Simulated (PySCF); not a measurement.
How methods differ on the excitation energy of Ca

Ca [Ar] 4s2 (1S) → Ca [Ar] 4s1 4p1 (3P), as a difference of total energies. Calculation: PySCF 2.14, in ANO-RCC-VTZP (6s5p2d1f, 38 functions); scalar relativity by spin-free X2C-1e. Correlated levels: valence: [Ar] frozen. The calculations carry no spin-orbit coupling.

```json
{"method": "UHF", "excitation energy (cm⁻¹)": "8424.9"}
{"method": "MP2 (valence)", "excitation energy (cm⁻¹)": "12085"}
{"method": "SCS-MP2 (valence)", "excitation energy (cm⁻¹)": "13075"}
{"method": "CCSD (valence)", "excitation energy (cm⁻¹)": "13910"}
```

Errors of the correlated levels include the incompleteness of this basis and the frozen core.

The basis was made for the ground configuration and has no added diffuse functions, so the excitation energy can come out too high.

With two correlated electrons CCSD is exact in that space.

Q: Which method comes closest to the reference value, and which is furthest?

A: The reference is 15263 cm⁻¹ (measured; NIST levels, between the centres of gravity of the two terms). Closest: CCSD (valence) (error -1352.9 cm⁻¹); furthest: UHF (error -6838.2 cm⁻¹).
